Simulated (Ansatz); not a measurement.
Q: Predict a relaxed structure of Si(OMe)2Cl2 (C2H6Cl2O2Si), charge 0, singlet, at r2SCAN-D4/def2-SVP (Ansatz).

A: 
```xyz
13

Si   -0.1833    0.0004    0.1656
O    -0.1144   -0.8792   -1.2024
C    -1.1064   -1.7802   -1.6613
H    -1.2766   -2.5909   -0.9318
H    -0.7534   -2.2203   -2.6044
H    -2.0618   -1.2595   -1.8469
O     1.1921    0.8678    0.2401
C     1.5457    1.7774    1.2667
H     0.8176    2.6043    1.3342
H     2.5335    2.1937    1.0244
H     1.6034    1.2707    2.2456
Cl   -0.3658   -1.2255    1.8142
Cl   -1.8308    1.2412    0.1559
```
Point group C2v (tolerance 0.1 Å). This is one stationary point.
